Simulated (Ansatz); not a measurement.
Basis-set series for `N#[C][GaH][OH]`. Total charge 0; spin multiplicity 1. Geometry: relaxed with PBE0-D4/def2-TZVP. It is one conformer, not always the lowest.

| functional | basis | functions | energy (Eh) | HOMO (eV) | LUMO (eV) |
| --- | --- | --- | --- | --- | --- |
| PBE0-D4 | def2-SVP | 84 | -2093.32731 | -9.39 | -1.97 |
| PBE0-D4 | def2-TZVPP | 169 | -2093.77910 | -9.53 | -2.11 |
| ωB97M-V | def2-SVP | 84 | -2093.61751 | -11.66 | -0.10 |
| ωB97M-V | def2-TZVPP | 169 | -2094.07403 | -11.84 | -0.30 |

Task: Give the rows for def2-QZVPP. (An estimate is asked.)

Result: Computed: 
```csv
functional,basis,functions,energy (Eh),HOMO (eV),LUMO (eV)
PBE0-D4,def2-QZVPP,320,-2093.83248,-9.56,-2.15
ωB97M-V,def2-QZVPP,320,-2094.12533,-11.87,-0.42
```

Scalar relativity is left out up to krypton.
